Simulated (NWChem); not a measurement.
CdNH3O; SMILES [NH2][Cd][OH]

```xyz
6

Cd    -0.0002    -0.0114    -0.0098
O      0.0019    -1.9707     0.1211
H     -0.0123    -2.3788    -0.7515
N      0.0019     1.9828     0.1267
H     -0.8186     2.4070    -0.3046
H      0.8096     2.4069    -0.3283
```
Atoms are numbered in this order, from 1.

The geometry was optimised at PBE0/def2-SVP. No frequency run checked for a minimum. def2 effective core potentials on Cd; no spin-orbit coupling.

Q: List the 4 lowest vertical singlet excitations from PBE0/def2-SVPD with def2 effective core potentials on Cd, TDA (NWChem).

A: 
| state | energy (eV) | oscillator strength | leading excitation (squared amplitude) |
|---|---|---|---|
| S1 | 4.94 | 0.090 | HOMO → LUMO (0.90) |
| S2 | 5.36 | 0.024 | HOMO−1 → LUMO (0.98) |
| S3 | 5.82 | 0.014 | HOMO → LUMO+1 (0.99) |
| S4 | 6.32 | 0.033 | HOMO → LUMO+2 (0.88) |
